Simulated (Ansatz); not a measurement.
Consider the formal exchange of groups at the Si–F bond: `OB(O)[SiH2]F` + CH₄ → `C[SiH2]B(O)O` + H–F.

Computed with Ansatz on PBE0-D4/def2-TZVP structures; ΔE is electronic, products minus reactants. CCSD(T)/CBS is the MP2 limit (def2-TZVPP, def2-QZVPP) plus CCSD(T) − MP2 in def2-TZVPP, frozen cores. This one scheme is used for every species. Each species was taken in one conformer, which may not be the lowest.

```tsv
level	ΔE (eV)
SCS-MP2/def2-TZVPP	1.48
MP2/CBS(def2)	1.40
```

(1) What does CCSD(T)/CBS give? (Best estimate.)

Largest T1 diagnostic among the species: 0.013.

Results:

(1) Computed: +1.40 eV. The listed levels differ from it by 0.08, 0.00 eV.

The D4 term adds −0.07 eV with B3LYP and −0.04 eV with PBE0; it sums over pairs of atoms, weighted by their polarisabilities, and B3LYP, whose exchange is more repulsive, gets the larger term. In def2-TZVPP, CCSD(T) changes the Hartree–Fock value by −0.31 eV (the triples alone add −0.04 eV) and MP2 by −0.31 eV.

B3LYP here is the variant with VWN-RPA as its local correlation; programs differ in this.
